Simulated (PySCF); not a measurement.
Compound: CH8N2Si3.
Geometry (PBE0-D3(BJ)/def2-SVP, Å), atoms numbered from 1 in this order:
```xyz
14
CH8N2Si3 angstrom
N     -0.9529    2.4968    0.9949
C     -1.4152    1.4466    0.8200
Si    -1.9965   -0.3053    0.5226
Si    -0.3485   -1.3552   -0.7940
Si     1.5592    0.0572   -0.8613
N      1.9448    0.8286    0.6308
H     -3.3432   -0.1964   -0.1079
H     -2.1266   -0.9038    1.8831
H     -0.9417   -1.6197   -2.1444
H     -0.0825   -2.6765   -0.1381
H      1.2568    1.1019   -1.8842
H      2.7176   -0.7822   -1.2954
H      1.3693    1.5994    0.9565
H      2.3540    0.3113    1.3994
```

Computed, not measured: PySCF, PBE0-D3(BJ)/def2-SVP geometry optimisation, gas phase.

Take the most abundant isotopes and a rigid rotor. The values belong to one conformer with, in the numbering `[N:1]#[C:2][SiH2:3][SiH2:4][SiH2:5][NH2:6]`, C2–Si3–Si4–Si5 11°, Si3–Si4–Si5–N6 40°, Si4–Si5–N6–H -74° and 74°.

Q: Give the principal moments of inertia and the rotational constants in MHz.

A: Ia = 254.24, Ib = 352.92, Ic = 554.73 u·Å²; 505379 MHz·u·Å²/I gives A = 1988, B = 1432, C = 911.0 MHz.

Q: Classify the top.

A: An asymmetric top: κ = (2 × 1432 − 1988 − 911.0)/(1988 − 911.0) = -0.03.

Q: What does the inertial defect say?

A: Not planar: Δ = Ic − Ia − Ib = -52.43 u·Å². For a rigid frame Δ = −2 Σ m c², so Σ m c² = 26.22 u·Å² lies off the ab plane: 12.32 from hydrogen and 13.90 from heavier atoms. The atom farthest from that plane is 1.72 Å away.

Q: Give the other two planar moments, Paa and Pbb, and the rms extents of the mass along the axes.

A: Paa = Σ m a² = (Ib + Ic − Ia)/2 = 326.70 and Pbb = Σ m b² = (Ia + Ic − Ib)/2 = 228.02 u·Å². With the mass M = 132.00 u, the rms extents √(P/M) along a, b and c are 1.57, 1.31, 0.45 Å.

Q: List the rotational levels J(Ka,Kc) to J = 2 (MHz).

A: Above 0(0,0):
J = 1: 1(0,1) 2343, 1(1,1) 2899, 1(1,0) 3420
J = 2: 2(0,2) 6796, 2(1,2) 7064, 2(1,1) 8627, 2(2,1) 10294, 2(2,0) 10527
The levels of one J sum to (2J + 1)J(J + 1)(A + B + C)/3.

Q: Predict some low-J microwave lines.

A: The dipole components are |μa| = 0.14 D, |μb| = 2.37 D, |μc| = 1.46 D. The squared components, which scale the intensities, stand as 0.00 : 1.00 : 0.38 (a : b : c). Some lines, for components of 0.1 D or more:

```json
{"type": "a", "branch": "Q", "J(Ka,Kc)": "4(3,1) ← 4(3,2)", "MHz": "442", "lower level (cm⁻¹)": "1.041"}
{"type": "c", "branch": "Q", "J(Ka,Kc)": "4(2,3) ← 4(1,3)", "MHz": "542", "lower level (cm⁻¹)": "0.866"}
{"type": "a", "branch": "Q", "J(Ka,Kc)": "4(2,2) ← 4(2,3)", "MHz": "2242", "lower level (cm⁻¹)": "0.884"}
{"type": "c", "branch": "Q", "J(Ka,Kc)": "4(3,2) ← 4(2,2)", "MHz": "2476", "lower level (cm⁻¹)": "0.959"}
{"type": "a", "branch": "Q", "J(Ka,Kc)": "3(1,2) ← 3(1,3)", "MHz": "3053", "lower level (cm⁻¹)": "0.440"}
{"type": "b", "branch": "Q", "J(Ka,Kc)": "3(1,2) ← 3(0,3)", "MHz": "3145", "lower level (cm⁻¹)": "0.437"}
{"type": "a", "branch": "Q", "J(Ka,Kc)": "5(2,3) ← 5(2,4)", "MHz": "3951", "lower level (cm⁻¹)": "1.258"}
{"type": "b", "branch": "Q", "J(Ka,Kc)": "5(2,3) ← 5(1,4)", "MHz": "4159", "lower level (cm⁻¹)": "1.251"}
{"type": "a", "branch": "R", "J(Ka,Kc)": "2(1,2) ← 1(1,1)", "MHz": "4165", "lower level (cm⁻¹)": "0.097"}
{"type": "b", "branch": "Q", "J(Ka,Kc)": "4(3,2) ← 4(2,3)", "MHz": "4718", "lower level (cm⁻¹)": "0.884"}
{"type": "b", "branch": "Q", "J(Ka,Kc)": "4(1,3) ← 4(0,4)", "MHz": "4794", "lower level (cm⁻¹)": "0.706"}
{"type": "b", "branch": "Q", "J(Ka,Kc)": "4(4,0) ← 4(3,1)", "MHz": "5035", "lower level (cm⁻¹)": "1.056"}
{"type": "b", "branch": "Q", "J(Ka,Kc)": "5(3,3) ← 5(2,4)", "MHz": "5549", "lower level (cm⁻¹)": "1.258"}
{"type": "b", "branch": "Q", "J(Ka,Kc)": "5(4,2) ← 5(3,3)", "MHz": "5644", "lower level (cm⁻¹)": "1.443"}
{"type": "b", "branch": "R", "J(Ka,Kc)": "3(1,2) ← 2(2,1)", "MHz": "5946", "lower level (cm⁻¹)": "0.343"}
{"type": "c", "branch": "Q", "J(Ka,Kc)": "5(5,1) ← 5(4,1)", "MHz": "6733", "lower level (cm⁻¹)": "1.636"}
{"type": "b", "branch": "R", "J(Ka,Kc)": "5(3,2) ← 4(4,1)", "MHz": "7934", "lower level (cm⁻¹)": "1.224"}
{"type": "a", "branch": "R", "J(Ka,Kc)": "4(1,3) ← 3(1,2)", "MHz": "9723", "lower level (cm⁻¹)": "0.542"}
{"type": "b", "branch": "R", "J(Ka,Kc)": "5(1,4) ← 4(2,3)", "MHz": "10998", "lower level (cm⁻¹)": "0.884"}
{"type": "c", "branch": "R", "J(Ka,Kc)": "3(3,0) ← 2(2,0)", "MHz": "11075", "lower level (cm⁻¹)": "0.351"}
{"type": "c", "branch": "R", "J(Ka,Kc)": "3(3,1) ← 2(2,1)", "MHz": "11234", "lower level (cm⁻¹)": "0.343"}
{"type": "c", "branch": "R", "J(Ka,Kc)": "4(2,2) ← 3(1,2)", "MHz": "12507", "lower level (cm⁻¹)": "0.542"}
{"type": "c", "branch": "R", "J(Ka,Kc)": "4(2,3) ← 3(1,3)", "MHz": "13317", "lower level (cm⁻¹)": "0.440"}
{"type": "c", "branch": "R", "J(Ka,Kc)": "4(3,1) ← 3(2,1)", "MHz": "13379", "lower level (cm⁻¹)": "0.610"}
{"type": "c", "branch": "R", "J(Ka,Kc)": "4(4,1) ← 3(3,1)", "MHz": "15153", "lower level (cm⁻¹)": "0.718"}
{"type": "b", "branch": "R", "J(Ka,Kc)": "4(2,2) ← 3(1,3)", "MHz": "15559", "lower level (cm⁻¹)": "0.440"}
{"type": "c", "branch": "R", "J(Ka,Kc)": "5(1,4) ← 4(0,4)", "MHz": "16334", "lower level (cm⁻¹)": "0.706"}
{"type": "c", "branch": "R", "J(Ka,Kc)": "5(5,1) ← 4(4,1)", "MHz": "19110", "lower level (cm⁻¹)": "1.224"}
```

Q: Estimate the classical rotational partition function at 10 K, 50 K and 100 K.

A: Point group C1, symmetry number σ = 1; q = (√π/σ)·√((kT/h)³/(ABC)), k/h = 20836.6 MHz/K: 3310 at 10 K, 37000 at 50 K, 105000 at 100 K.

Whether it is a minimum is left open (no frequencies). Constants of a rigid frame at the computed geometry: no zero-point averaging, no centrifugal distortion. A rigid rotor knows nothing of inversion at nitrogen, which can split or shift real lines. Quadrupole hyperfine structure (14N) is left out.

Hardware: one thread, x86-64 server, on a shared host. Cost: 72 s of wall time. This is the geometry optimisation.
